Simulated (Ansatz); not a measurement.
C₂F₈Ge (`F[C](F)(F)[Ge]([F])([F])[C](F)(F)F`), 11 atoms. Charge 0, multiplicity 1. Correlated methods include outer-core shells of Ge, which these sets cover unevenly. Scalar relativity is left out up to krypton. Hardware: A = 4 threads of an AMD EPYC 7R13 on a shared host; B = 4 threads of an AMD EPYC 7R13 on a shared host and a share of an NVIDIA H100 80 GB. Correlated methods freeze the cores.

Task: Give the basis size and wall time and peak host memory of each of these runs in Ansatz. RHF-MP2/def2-QZVPP energy [B]; RKS PBE0-D4/def2-TZVP relaxation (6 steps) [B]; RKS ωB97M-V/def2-QZVPP energy [B]; RHF-CCSD(T)/def2-SVP energy [B]; RKS CAM-B3LYP-D4/def2-TZVPP energy [B]; RKS PBE0-D4/def2-TZVP frequencies [B]; RKS ωB97M-V/def2-TZVPP energy and forces [B]; direct RPA on PBE orbitals/def2-TZVPP energy [B]; RKS PBE0-D4/def2-QZVPP energy [B]; RHF-CCSD(T)/def2-TZVPP energy [B]; RKS PBE0-D4/def2-SVP energy [A]; RKS ωB97M-V/def2-SVP energy [A]. (Best estimate.)

Result: The calculation gave: Other jobs shared the machine, so times are rough.

| level | job | functions | wall time | peak host memory (GiB) |
| --- | --- | --- | --- | --- |
| RKS PBE0-D4/def2-SVP | energy [A] | 172 | 2.5 s | 0.8 |
| RKS PBE0-D4/def2-QZVPP | energy [B] | 659 | 2.8 s | 1.2 |
| RKS CAM-B3LYP-D4/def2-TZVPP | energy [B] | 358 | 3.7 s | 0.89 |
| direct RPA on PBE orbitals/def2-TZVPP | energy [B] | 358 | 3.7 s | 1.6 |
| RKS ωB97M-V/def2-QZVPP | energy [B] | 659 | 4.3 s | 1.3 |
| RHF-CCSD(T)/def2-SVP | energy [B] | 172 | 6 s | 0.81 |
| RKS ωB97M-V/def2-TZVPP | energy and forces [B] | 358 | 6.5 s | 1.1 |
| RKS ωB97M-V/def2-SVP | energy [A] | 172 | 8 s | 0.83 |
| RHF-MP2/def2-QZVPP | energy [B] | 659 | 9 s | 1.3 |
| RKS PBE0-D4/def2-TZVP | relaxation (6 steps) [B] | 358 | 16 s | 1.1 |
| RHF-CCSD(T)/def2-TZVPP | energy [B] | 358 | 35 s | 0.89 |
| RKS PBE0-D4/def2-TZVP | frequencies [B] | 358 | 86 s | 1.1 |
